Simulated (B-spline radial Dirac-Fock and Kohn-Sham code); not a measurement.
## Pt³⁺: non-radiative channels of the 1s vacancy

System: Pt³⁺ in the configuration [Xe] 4f14 5d7.

Input file task.json (cfg lists n, l and occupation; rrms is the nuclear radius in fm):

```json
{"items": [{
  "Z": 78,
  "q": 3,
  "cfg": [[1, 0, 2], [2, 0, 2], [2, 1, 6], [3, 0, 2], [3, 1, 6], [3, 2, 10], [4, 0, 2], [4, 1, 6], [4, 2, 10], [4, 3, 14], [5, 0, 2], [5, 1, 6], [5, 2, 7]],
  "A": 195,
  "rrms": 5.427,
  "do": ["binding", "quiet", "decay"],
  "holes": ["K", "L1", "L2", "L3", "M1", "M2", "M3", "M4", "M5", "N1", "N2", "N3", "N4", "N5", "N6", "N7"]
}]}
```

Launch: `python xray_run.py task.json out`

Model: independent-particle radiative and Coulomb Auger rates from relativistic LDA hole-state orbitals, with Dirac-Fock energies. Program: an atomic code on a B-spline grid. Kinetic energies are configuration averages from the vacuum level; the two-hole energies are estimated from single-hole states. The rates lack the Breit term, which in heavy atoms raises K-L1L1 and K-L1L2.

```csv
transition,kinetic energy (eV),width (meV),share (%)
K-L1L1,50332.6,135,8.2
K-L1L2,50954.2,195,11.8
K-L2L2,51493.5,18.9,1.1
K-L1L3,52682.3,161,9.8
K-L2L3,53246.0,371,22.5
K-L3L3,54970.8,144,8.7
K-L1M1,61064.2,53.8,3.3
K-L1M2,61324.4,43.7,2.6
K-L2M1,61669.9,31.5,1.9
K-L1M3,61713.5,36.9,2.2
K-L2M3,62322.3,71.5,4.3
K-L2M5,62844.2,8.79,0.5
K-L3M1,63381.9,25.4,1.5
K-L3M2,63645.3,65.0,3.9
K-L1N1,63685.3,13.3,0.8
K-L1N2,63799.6,10.6,0.6
K-L1N3,63893.4,8.85,0.5
K-L3M3,64037.9,56.3,3.4
K-L3M4,–,12.8,0.8
K-L2N3,64506.5,16.5,1.0
K-L3M5,64558.4,9.29,0.6
K-L3N2,66122.6,15.0,0.9
K-L3N3,66217.1,13.1,0.8
K-M2M3,72595.1,12.7,0.8
```

A dash stands for an energy that rests on an unreliable hole state.

The listed channels hold 93 % of the non-radiative rate. Summed by principal shells, of 1.65 eV in all: KLL 62.2 %, KLM 26.2 %, KLN 6.2 %, KMM 2.6 %, KMN 1.2 %, KLO 1.1 %.

Values without a named source are computed, but for edge energies of neutral atoms, which are taken from tables.
